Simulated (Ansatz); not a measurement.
Cost and result up the ladder for SnHBr3 (5 atoms). Charge 0, multiplicity 1. Geometry: PBE0-D4/def2-SVP.

```xyz
5

Sn   -0.1557   -0.0383    0.0926
H    -1.5876   -0.3917    0.9444
Br    0.8613   -2.1050   -0.8072
Br    1.4978    1.0528    1.5726
Br   -0.6158    1.4822   -1.8024
```

Ansatz on 4 threads of Arm Neoverse V2 on a shared host. Times are rough, and most runs start from the orbitals of an earlier one. r2SCAN0-D4/def2-TZVP serves as the yardstick here, not as an exact answer. Differences are given only for rows in sets of like size (and for xTB, whose basis is part of the method), since another set adds its own error. Binding counts from free atoms at the same level (Sn triplet, H doublet, Br doublet; other spins of the atoms weren't run), without zero-point energy or a counterpoise term.

In the def2 sets Sn takes a core potential; there is no spin–orbit coupling. LC-ωPBE has ω = 0.4 bohr⁻¹. Correlated methods freeze 31 core orbitals; core or outer-core shells of Sn, Br are correlated, in sets that lack core-valence functions.

Correlated methods converge slowly with the basis.

```csv
level,functions,wall time,binding energy per atom (eV),difference from r2SCAN0-D4/def2-TZVP (eV)
PBE-D4/def2-SVP,127,1.2 s,2.39,–
LDA (SPW92)/def2-TZVP,200,1.2 s,2.77,0.42
PBE-D4/def2-TZVP,200,2.2 s,2.41,0.05
BLYP-D4/def2-TZVP,200,2.4 s,2.30,-0.06
PBE0-D4/def2-SVP,127,2.4 s,2.34,–
LC-ωPBE/def2-TZVP,200,3.3 s,2.28,-0.08
PBE-D4/def2-TZVPD,236,3.6 s,2.41,0.05
MP2/def2-TZVP,200,4.8 s,2.34,-0.02
PBE0-D4/def2-TZVP,200,5 s,2.37,0.02
r2SCAN-D4/def2-TZVP,200,5.5 s,2.41,0.05
r2SCAN-D4/def2-TZVPD,236,7.5 s,2.41,0.05
r2SCAN0-D4/def2-TZVP,200,8.5 s,2.36,0.00
r2SCANh-D4/def2-TZVP (with forces),200,10 s,2.39,0.03
B97M-V/def2-TZVP,200,11 s,2.42,0.06
```
